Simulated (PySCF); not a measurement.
Identify the unknown among the candidates.

All candidates are C5H10NPSi.

| technique | computed result |
| --- | --- |
| 1H NMR | chemical shifts (computed TMS as zero) by class: 4.76 (1 H), 4.02 (1 H), 2.92 (1 H), 2.88 (1 H), 1.19 (1 H), 1.17 (2 H), 0.85 (1 H), 0.52 (1 H), -0.04 (1 H) ppm [GIAO PBE0/pcSseg-1] |
| NMR, other nuclei | isotropic shieldings of nuclei other than C and H, by class: -35 (1 N), 383 (1 Si), 625 (1 P) ppm [GIAO PBE0/pcSseg-1] |
| 13C NMR | chemical shifts (computed TMS as zero) by class: 120.9 (1 C), 21.5 (1 C), 18.2 (1 C), 12.0 (1 C), -0.3 (1 C) ppm [GIAO PBE0/pcSseg-1] |
| UV, first state | lowest singlet excitation: 6.67 eV (186 nm, f = 0.041) [TDDFT wB97X-D/def2-SVPD] |
| Polarisability | 111.8 au [wB97X-D/def2-SVPD] |
| Dipole | 3.64 D [wB97X-D/def2-SVPD] |
| UV, strongest line | among the 8 lowest singlet transitions: S3 at 7.21 eV (172 nm, f = 0.264) [TDDFT wB97X-D/def2-SVPD] |
| Rotational structure | rotational constants A, B, C: 2.478, 0.666, 0.589 GHz [GFN2-xTB] |
| Triplet | lowest triplet excitation (Tamm–Dancoff): 5.88 eV [TDA wB97X-D/def2-SVPD] |

Electronic properties: PySCF, gas phase, density fitting. Levels stand in brackets. The structure is a single GFN2-xTB conformer in the gas phase; no vibrational or solvent corrections. NMR classes are plain means over equivalent atoms (diastereotopic ones count apart unless rotation or inversion swaps them), as if these changed places fast.

**Question.** Which candidate is it?
A. `C=C[C@@H](C#N)[Si@@H](C)P`
B. `C=C[C@@H](C#N)[Si@H](C)P`
C. `N#CC[C@@H]1C[C@H]1[SiH2]P`
D. `N#C[C@@H]1CC[C@H]1[SiH2]P`

**Answer.** C. It is `N#CC[C@@H]1C[C@H]1[SiH2]P`. Numbering: `[N:1]#[C:2][CH2:3][C@@H:4]1[CH2:5][C@H:6]1[SiH2:7][PH2:8]`. 5 carbons fall into 5 classes; from least to most shielded: nitrile carbon [C2] (120.9 ppm), sp3 carbon next to a nitrile [C3] (21.5 ppm), three-membered-ring carbon [C4] (18.2 ppm), three-membered-ring carbon [C5] (12.0 ppm), ring sp3 carbon bound to silicon [C6] (-0.3 ppm). Hydrogen classes from least to most shielded: 1 H on an SiH2 silicon, Si7 (4.76 ppm), 1 H on an SiH2 silicon, Si7 (4.02 ppm), 1 H on an sp3 carbon next to a nitrile, C3 (2.92 ppm), 1 H on an sp3 carbon next to a nitrile, C3 (2.88 ppm), 1 H on a three-membered-ring carbon, C5 (1.19 ppm), 2 H on a three-coordinate phosphorus, P8 (1.17 ppm), 1 H on a three-membered-ring carbon, C4 (0.85 ppm), 1 H on a three-membered-ring carbon, C5 (0.52 ppm), 1 H on an sp3 carbon bound to silicon, C6 (-0.04 ppm). The other shieldings belong to: -35 ppm, nitrile nitrogen [N1]; 383 ppm, SiH2 silicon [Si7]; 625 ppm, three-coordinate phosphorus [P8]. The optimised geometry has point group C1 and is an asymmetric top.

The others, at the same levels:
- `N#C[C@@H]1CC[C@H]1[SiH2]P` fails: its computed 13C shifts are 128.6 (1 C), 25.0 (1 C), 22.9 (1 C), 22.9 (1 C), 21.6 (1 C) ppm, 1H shifts are 4.75 (1 H), 4.25 (1 H), 2.76 (1 H), 2.55 (1 H), 2.46 (1 H), 2.33 (1 H), 2.13 (1 H), 2.04 (1 H), 0.99 (2 H) ppm and rotational constant A is 3.254 GHz (against 2.478 GHz).
- `C=C[C@@H](C#N)[Si@@H](C)P` fails: its computed 13C shifts are 138.1 (1 C), 127.1 (1 C), 124.0 (1 C), 23.8 (1 C), -6.1 (1 C) ppm, 1H shifts are 5.84 (1 H), 5.68 (1 H), 5.16 (1 H), 5.10 (1 H), 2.53 (1 H), 0.87 (2 H), 0.41 (3 H) ppm and lowest singlet excitation is 6.24 eV (199 nm, f = 0.021) (against 6.67 eV).
- `C=C[C@@H](C#N)[Si@H](C)P` fails: its computed 13C shifts are 140.6 (1 C), 123.9 (1 C), 123.3 (1 C), 25.8 (1 C), -3.5 (1 C) ppm, 1H shifts are 5.98 (1 H), 5.42 (1 H), 5.38 (1 H), 4.90 (1 H), 2.53 (1 H), 1.13 (2 H), 0.51 (3 H) ppm and lowest triplet excitation (Tamm–Dancoff) is 4.44 eV (against 5.88 eV).

Each candidate is one conformer, not necessarily the lowest. The conformers computed, where there is a choice (atom-mapped SMILES and torsion angles):
- `[N:1]#[C:2][CH2:3][C@@H:4]1[CH2:5][C@H:6]1[SiH2:7][PH2:8]`: C2–C3–C4–C5 34°, C5–C6–Si7–P8 -166°, H–P8–Si7–C6 169°, H–P8–Si7–C6 76°
- `[N:1]#[C:2][C@@H:3]1[CH2:4][CH2:5][C@H:6]1[SiH2:7][PH2:8]`: C5–C6–Si7–P8 -59°, H–P8–Si7–C6 -79°, H–P8–Si7–C6 -172°
- `[CH2:1]=[CH:2][C@@H:3]([C:4]#[N:5])[Si@@H:6]([CH3:7])[PH2:8]`: C1–C2–C3–C4 147°, C2–C3–Si6–C7 -62°, H–P8–Si6–C3 77°, H–P8–Si6–C3 170°
- `[CH2:1]=[CH:2][C@@H:3]([C:4]#[N:5])[Si@H:6]([CH3:7])[PH2:8]`: C1–C2–C3–C4 145°, C2–C3–Si6–C7 180°, H–P8–Si6–C3 -176°, H–P8–Si6–C3 -83°
